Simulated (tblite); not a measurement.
A geometry optimisation, step by step.

C₅H₁₁F₃Si₂.
Atom-mapped SMILES: `[CH2:1]=[CH:2][CH2:3][CH2:4][SiH2:5][SiH2:6][C:7]([F:8])([F:9])[F:10]` (hydrogens: H11, H12 on C1; H13 on C2; H14, H15 on C3; H16, H17 on C4; H18, H19 on Si5; H20, H21 on Si6)

Computed with GFN2-xTB (tblite), gas phase: L-BFGS steps from a force-field or distance-geometry start until the largest atomic force falls under 0.01 eV/Å. 5 of its 121 geometries are shown.

Step 0: E = -922.2959 eV, largest atomic force 2.383 eV/Å
```
atom  x, y, z in Å  |  force x, y, z in eV/Å
C1      3.919   -0.706   -0.803   -1.248   0.499   0.839
C2      3.018   -0.564    0.194    2.191  -0.080  -0.933
C3      2.035    0.552    0.104   -0.154  -0.660  -0.031
C4      0.697   -0.203    0.105    1.201  -1.023   0.614
Si5    -0.802    0.840    0.008   -1.093   1.935  -0.735
Si6    -2.450   -0.482    0.769    1.840  -0.794   1.129
C7     -4.070    0.248    0.239   -0.143   0.378   0.246
F8     -4.023    1.594    0.613   -0.845  -1.302  -0.711
F9     -5.093   -0.373    0.905    0.087   1.020  -1.220
F10    -4.150    0.153   -1.128   -0.955   0.386   1.206
H11     4.657   -1.479   -0.817    0.109  -0.149  -0.092
H12     3.876   -0.002   -1.651    0.248  -0.616   0.547
H13     3.025   -1.248    1.065   -0.106   0.639  -0.665
H14     2.098    1.237    0.972   -0.050  -0.235  -0.628
H15     2.215    1.050   -0.869   -0.308   0.159   0.770
H16     0.712   -0.947   -0.712    0.018   0.308   0.210
H17     0.722   -0.813    1.046   -0.328   0.417  -0.603
H18    -1.103    1.282   -1.388    0.301  -0.039   0.301
H19    -0.737    2.091    0.808    0.209  -0.226  -0.172
H20    -2.164   -1.805    0.238   -0.566  -0.336   0.086
H21    -2.389   -0.406    2.241   -0.409  -0.282  -0.158
```

Step 30: E = -923.2347 eV, largest atomic force 0.096 eV/Å
```
atom  x, y, z in Å  |  force x, y, z in eV/Å
C1      4.075   -0.724   -0.856    0.008   0.030  -0.007
C2      3.217   -0.491    0.119    0.036   0.030   0.018
C3      2.112    0.516    0.083   -0.048   0.002  -0.001
C4      0.769   -0.215    0.116   -0.052  -0.014   0.008
Si5    -0.784    0.884    0.020   -0.053   0.071  -0.038
Si6    -2.472   -0.474    0.852    0.036  -0.013   0.014
C7     -4.170    0.262    0.273   -0.050   0.022  -0.015
F8     -4.311    1.574    0.567    0.011   0.016   0.010
F9     -5.235   -0.358    0.813   -0.031  -0.001   0.024
F10    -4.325    0.167   -1.066    0.003   0.026  -0.040
H11     4.840   -1.477   -0.779   -0.010  -0.032   0.022
H12     4.062   -0.162   -1.774   -0.025   0.055  -0.017
H13     3.247   -1.084    1.024    0.047  -0.009   0.018
H14     2.183    1.168    0.957    0.018   0.014   0.009
H15     2.182    1.141   -0.807    0.024  -0.042  -0.052
H16     0.748   -0.925   -0.715    0.001  -0.028   0.028
H17     0.725   -0.811    1.032    0.029  -0.028  -0.023
H18    -1.006    1.313   -1.370    0.032  -0.003   0.026
H19    -0.614    2.111    0.818    0.032  -0.055   0.002
H20    -2.597   -1.837    0.330    0.014  -0.046   0.007
H21    -2.654   -0.561    2.304   -0.021   0.006   0.006
```

Step 60: E = -923.2555 eV, largest atomic force 0.052 eV/Å
```
atom  x, y, z in Å  |  force x, y, z in eV/Å
C1      4.120   -0.653   -0.871   -0.004   0.005  -0.009
C2      3.264   -0.439    0.110    0.004  -0.019   0.008
C3      2.082    0.473    0.032    0.012  -0.001  -0.007
C4      0.774   -0.314    0.147    0.001  -0.011  -0.004
Si5    -0.769    0.798    0.066   -0.042  -0.015   0.026
Si6    -2.534   -0.492    0.844    0.001  -0.014   0.009
C7     -4.197    0.313    0.239    0.008   0.000   0.004
F8     -4.298    1.614    0.596    0.000   0.003  -0.003
F9     -5.286   -0.298    0.745   -0.016   0.021  -0.027
F10    -4.340    0.288   -1.104    0.006   0.001   0.006
H11     4.948   -1.334   -0.767   -0.011   0.012  -0.009
H12     4.031   -0.149   -1.819    0.007   0.007  -0.009
H13     3.376   -0.965    1.050   -0.010  -0.004   0.027
H14     2.130    1.197    0.850    0.017   0.008  -0.007
H15     2.097    1.024   -0.909    0.012   0.003  -0.013
H16     0.741   -1.056   -0.652    0.017  -0.022  -0.014
H17     0.780   -0.877    1.084    0.017   0.005   0.019
H18    -0.925    1.310   -1.301   -0.014   0.000  -0.015
H19    -0.542    1.957    0.942   -0.011   0.037   0.011
H20    -2.697   -1.870    0.365   -0.002   0.012   0.009
H21    -2.763   -0.510    2.293    0.004  -0.027  -0.002
```

Step 90: E = -923.2661 eV, largest atomic force 0.016 eV/Å
```
atom  x, y, z in Å  |  force x, y, z in eV/Å
C1      4.144   -0.601   -0.895   -0.011  -0.009  -0.005
C2      3.276   -0.404    0.078   -0.002   0.003   0.001
C3      2.059    0.459   -0.029    0.000   0.005   0.001
C4      0.783   -0.353    0.213    0.004   0.005   0.009
Si5    -0.792    0.716    0.148    0.002   0.005  -0.006
Si6    -2.581   -0.566    0.888   -0.013   0.004  -0.003
C7     -4.147    0.372    0.216   -0.006  -0.003  -0.002
F8     -4.178    1.664    0.618   -0.001  -0.008  -0.002
F9     -5.319   -0.166    0.601    0.005   0.005  -0.006
F10    -4.177    0.409   -1.135   -0.006   0.006   0.008
H11     5.003   -1.239   -0.776    0.002   0.005  -0.003
H12     4.033   -0.124   -1.856    0.008  -0.001  -0.009
H13     3.408   -0.895    1.034   -0.003  -0.002   0.005
H14     2.119    1.255    0.718    0.004  -0.003   0.002
H15     2.020    0.925   -1.014   -0.003  -0.003   0.000
H16     0.731   -1.152   -0.530    0.002   0.005   0.015
H17     0.860   -0.845    1.186    0.001  -0.002   0.002
H18    -0.976    1.211   -1.224    0.006   0.002   0.000
H19    -0.594    1.891    1.014   -0.001  -0.008  -0.005
H20    -2.805   -1.915    0.361    0.006  -0.004  -0.006
H21    -2.877   -0.624    2.323    0.007  -0.002   0.006
```

Step 120: E = -923.2687 eV, largest atomic force 0.009 eV/Å
```
atom  x, y, z in Å  |  force x, y, z in eV/Å
C1      4.121   -0.613   -0.933    0.003   0.002  -0.002
C2      3.281   -0.402    0.062    0.003  -0.004  -0.001
C3      2.064    0.464   -0.022    0.006  -0.003   0.000
C4      0.799   -0.332    0.308   -0.004   0.004  -0.002
Si5    -0.787    0.711    0.155   -0.004   0.003   0.000
Si6    -2.586   -0.588    0.841    0.000   0.008  -0.004
C7     -4.150    0.381    0.209    0.003  -0.004   0.003
F8     -4.183    1.652    0.673    0.001  -0.001   0.004
F9     -5.323   -0.176    0.564   -0.002   0.002  -0.003
F10    -4.178    0.485   -1.139    0.000  -0.001   0.000
H11     4.980   -1.254   -0.832   -0.003   0.002   0.004
H12     3.988   -0.143   -1.894   -0.004  -0.007  -0.002
H13     3.435   -0.887    1.018    0.002   0.006   0.003
H14     2.161    1.289    0.689   -0.003   0.002   0.003
H15     1.985    0.891   -1.022   -0.001   0.001   0.000
H16     0.748   -1.194   -0.360   -0.005  -0.004  -0.005
H17     0.889   -0.734    1.320    0.003  -0.003   0.004
H18    -0.914    1.174   -1.234   -0.003  -0.003   0.000
H19    -0.647    1.906    1.003    0.006   0.003  -0.001
H20    -2.816   -1.916    0.263    0.004   0.001  -0.004
H21    -2.876   -0.698    2.274   -0.003  -0.005   0.002
```

Problem. Summarise the path.

Solution. The energy falls by 0.9728 eV from step 0 to step 120; nine tenths of that is first reached at step 12. It falls at every step. The largest force goes from 2.383 to 0.009 eV/Å. Among the bonds Si6–C7 changes most, from 1.854 to 1.945 Å; the atoms move by 0.356 Å rms after alignment.

The cost below is that of the whole relaxation. Hardware: one thread of an Arm Neoverse N1, shared host with 64 logical CPUs at a one-minute load of 61. Cost: 2.1 s of wall time.
